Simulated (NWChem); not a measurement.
Lowest excitation of fluoroethane (C2H5F)

```xyz
8

C     -1.1771     0.2668     0.0000
C      0.3188     0.4478     0.0000
F      0.9482    -0.7739     0.0000
H     -1.6835     1.2440     0.0000
H     -1.5017    -0.2907    -0.8912
H     -1.5017    -0.2907     0.8912
H      0.6514     1.0072     0.8922
H      0.6514     1.0072    -0.8922
```
Charge 0, spin multiplicity 1.

Everything below was run with NWChem. Structure: optimised with PBE0/def2-SVP, a minimum by its harmonic frequencies.

Basis set: 6-31+G*.

Relative cost: rough, from shared machines, SCF included, CIS = 1.

The correlated methods keep 3 core orbitals frozen. B3LYP has NWChem's definition, with VWN1-RPA local correlation. The Pople sets run with spherical d functions. No row is a measurement; the coupled-cluster row has its own basis-set and correlation limits.

```json
[
 {"method": "CIS", "lowest vertical singlet excitation energy (eV)": "10.31", "relative cost": "1"},
 {"method": "TDA-PBE0", "lowest vertical singlet excitation energy (eV)": "[?]", "relative cost": "under 3"},
 {"method": "TD-PBE", "lowest vertical singlet excitation energy (eV)": "[?]", "relative cost": "under 3"},
 {"method": "TD-B3LYP", "lowest vertical singlet excitation energy (eV)": "[?]", "relative cost": "3"},
 {"method": "EOM-CCSD", "lowest vertical singlet excitation energy (eV)": "[?]", "relative cost": "3"}
]
```

### Question
What belongs in the gaps?

### Answer

- TDA-PBE0, lowest vertical singlet excitation energy (eV): 8.69
- TD-PBE, lowest vertical singlet excitation energy (eV): 7.70
- TD-B3LYP, lowest vertical singlet excitation energy (eV): 8.44
- EOM-CCSD, lowest vertical singlet excitation energy (eV): 9.22
